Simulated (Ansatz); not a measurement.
Pulling on the In1–Cl2 bond in InCl (multiplicity 1 held). Energies count from the point at 2.441 Å.


R- and RO- levels are restricted; in cc, def2 and unpolarised 6-31G sets they are followed outwards from rest. U- levels take the lowest unrestricted solution at each point, which mixes spins at long bonds. Active spaces are followed from rest. Levels need not reach the same state.

Correlated levels freeze the cores. Filled d and f shells under p-block atoms count as core.

Codes used: Ansatz (a quantum-chemistry and plane-wave program). Each number belongs to the level named beside it. In def2 rows elements past Kr take small-core potentials, without spin–orbit coupling.

Energies in kcal/mol.

```
R (Å)  R-HF/def2-SVP  U-CCSD(T)/def2-SVP  SC-NEVPT2 on CASSCF(10,8)/def2-SVP  FIC-MRCISD+Q on CASSCF(10,8)/def2-SVP
-----  -------------  ------------------  ----------------------------------  -------------------------------------
1.953           58.7                58.1                                58.6                                   57.9
2.197           10.2                 9.6                                10.2                                    9.7
2.441            0.0                 0.0                                 0.0                                    0.0
2.685            5.2                 6.0                                 6.0                                    6.1
2.929           15.9                17.6                                17.5                                   17.6
3.295           33.5                36.4                                36.3                                   36.3
3.661           49.6                53.1                                53.2                                   53.0
4.272           71.1                76.2                                74.8                                   74.1
4.882           86.9                89.6                                89.2                                   87.3
5.614          100.3                93.8                                96.0                                   93.0
6.591          111.7                94.5                                97.5                                   94.3
7.811          120.1                94.6                                97.7                                   94.4
9.764          127.8                94.7                                97.7                                   94.5
```

Doubts at one or more of the structures used: a restricted determinant that unrestricted orbitals would lower (R-HF/def2-SVP); other coupled-cluster roots lie near (U-CCSD(T)/def2-SVP); a spin-contaminated determinant (U-CCSD(T)/def2-SVP); T1 above 0.05 (U-CCSD(T)/def2-SVP); the program's own flag: other amplitudes (U-CCSD(T)/def2-SVP); the program's own flag: lower state (U-CCSD(T)/def2-SVP).
